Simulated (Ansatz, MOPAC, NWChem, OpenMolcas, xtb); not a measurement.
# GeH2ClF (SMILES [F][GeH2][Cl]): the highest harmonic wavenumber at each level's own minimum, rung by rung

GeH2ClF, singlet, SMILES `[F][GeH2][Cl]`. Each level relaxes the structure for itself.

Quantity: the highest harmonic wavenumber at each level's own minimum, in cm⁻¹. The values are calculated.

```
                          level            kind     program  value (cm⁻¹)
                           MNDO  semi-empirical       MOPAC          2092
                       PM6-D3H4  semi-empirical       MOPAC          2386
                       GFN2-xTB  semi-empirical         xtb          1961
                       GFN1-xTB  semi-empirical         xtb          2327
                       HF/3-21G    Hartree–Fock  OpenMolcas          2257
HF/6-31G* (Cartesian functions)    Hartree–Fock  OpenMolcas          2313
                     HF/cc-pVTZ    Hartree–Fock  OpenMolcas          2308
           PBE0-D3(BJ)/def2-SVP   global hybrid      NWChem          2222
              PBE0-D4/def2-TZVP   global hybrid      Ansatz          2215
```

All-electron rows without a relativistic Hamiltonian named are non-relativistic. Harmonic and unscaled. The values span 1961 to 2386 cm⁻¹.
